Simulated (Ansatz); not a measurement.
Gas-phase electronic energies from Ansatz, PBE0-D4/def2-TZVP geometries. CCSD(T)/CBS is the MP2 limit (def2-TZVPP, def2-QZVPP) plus CCSD(T) − MP2 in def2-TZVPP, frozen cores. This one scheme is used for every species. Functionals use def2-TZVPP. B3LYP here is the variant with VWN-RPA as its local correlation; programs differ in this. One conformer a species, not always the lowest.

`C[SiH](N)[SiH2]N` + H–F → `N[SiH2]F` + `C[SiH2]N`  (cleavage of the Si–Si bond)

Is it downhill or uphill in electronic energy at CCSD(T)/CBS, and by how much? (An estimate is asked.)

Ansatz gave: Downhill: ΔE = -165.2 kJ/mol.

What do these levels give: PBE0-D4, ωB97X-V, PBE, PBE0, B3LYP, HF/def2-TZVPP, SCS-MP2/def2-TZVPP, CCSD/def2-TZVPP, SCS-MP2/def2-QZVPP, HF/CBS(def2), MP2/CBS(def2), CCSD/CBS(def2)? (Best estimate.)

The calculation gave: PBE0-D4 -148.7, ωB97X-V -167.5, PBE -152.0, PBE0 -157.4, B3LYP -181.0, HF/def2-TZVPP -204.3, SCS-MP2/def2-TZVPP -177.7, CCSD/def2-TZVPP -171.0, SCS-MP2/def2-QZVPP -178.4, HF/CBS(def2) -207.8, MP2/CBS(def2) -169.9, CCSD/CBS(def2) -170.6 kJ/mol.

Largest T1 diagnostic among the species: 0.011.

The D4 term adds +15.1 kJ/mol with B3LYP and +8.7 kJ/mol with PBE0; it sums over pairs of atoms, weighted by their polarisabilities, and B3LYP, whose exchange is more repulsive, gets the larger term. In def2-TZVPP, CCSD(T) changes the Hartree–Fock value by +38.7 kJ/mol (the triples alone add +5.4 kJ/mol) and MP2 by +34.0 kJ/mol. From PBE to PBE0 (25 % exact exchange), in def2-TZVPP and without D4, ΔE moves by −5.3 kJ/mol.
